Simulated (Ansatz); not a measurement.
BiH2(vinyl) (C2H5Bi). Total charge 0; singlet. Geometry PBE-D4/def2-TZVP; atoms count from 1.

```
atom    x (Å)    y (Å)    z (Å)
 Bi1   0.8027  -0.7687   1.4101
  H2   2.4779  -0.3405   0.8685
  H3   0.7910   0.7156   2.4486
  C4  -0.1451   0.3167  -0.3279
  C5  -1.0985  -0.2537  -1.0666
  H6   0.2027   1.3296  -0.5479
  H7  -1.4684  -1.2655  -0.8726
  H8  -1.5623   0.2664  -1.9121
```

In the def2 sets Bi takes a core potential; there is no spin–orbit coupling.

Estimate the Mulliken populations from the PBE0/def2-TZVP orbitals of Ansatz.


| atom | charge (e) |
| --- | --- |
| Bi1 | 0.28 |
| H2 | -0.05 |
| H3 | -0.06 |
| C4 | -0.29 |
| C5 | -0.28 |
| H6 | 0.14 |
| H7 | 0.13 |
| H8 | 0.13 |
Mulliken values depend strongly on the basis.

And the Mayer bond orders between heavy atoms (over 0.3)?

Bi1–C4 0.94 (2.26 Å); C4–C5 1.98 (1.33 Å).
